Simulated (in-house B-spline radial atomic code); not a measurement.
Values are calculated unless marked as measured or tabulated.
**Correlation energy from the adiabatic connection: −Z/r, Z = 7.27, wall at 1.73 bohr**

Two electrons in a singlet, external potential −Z/r, Z = 7.27, wall at 1.73 bohr (atomic units). Full CI in B-splines (partial waves to l = 8, correlation up to 0.6 % small) with the density held fixed gives W(λ) = <V_ee>_λ − U, and E_c is the integral of W(λ) − W(0) from 0 to 1.

| λ | W(λ) − W(0) (hartree) |
| --- | --- |
| 0 | 0.00000 |
| 0.02 | -0.00187 |
| 0.05 | -0.00466 |
| 0.12 | -0.01114 |
| 0.25 | -0.02305 |
| 0.4 | -0.03659 |
| 0.6 | -0.05432 |
| 0.8 | -0.07169 |
| 1 | -0.08871 |

(1) Integrate the table by the trapezoid rule.

(2) Now use only three numbers: W(0) = -4.321, the initial slope W'(0) = -0.09341 (extrapolated from the first points) and the strong-coupling limit of the point-charge-plus-continuum model, W∞ = -6.1353. What do second-order theory and the interpolation W(λ) = W∞ + (W(0) − W∞)/√(1 + 2χλ) of Seidl, Perdew and Levy give?

## Answers

(1) The strips give -0.00002, -0.00010, -0.00055, -0.00222, -0.00447, -0.00909, -0.01260, -0.01604, which sum to -0.04510 hartree. The direct value, W(1) − W(0) + T_c with T_c = 0.04359, is -0.04512; the curve is convex, so chords lie above it and the trapezoids fall short in size by 0.05 %.

(2) Second order keeps the slope alone: E_c = W'(0)/2 = -0.04671, +4 % in size against -0.04512. Matching the slope fixes χ = W'(0)/(W∞ − W(0)) = -0.09341/(-1.81430) = 0.05149. Integrating, with s = √(1 + 2χ) = 1.050224, E_c = −(W(0) − W∞)(s − 1)/(s + 1) = −1.81430 × 0.050224/2.050224 = -0.04444 hartree, -1.5 % in size against the full result. At λ = 1 the formula gives W − W(0) = -0.08676 against -0.08871. Part of the miss can come from the model's W∞.
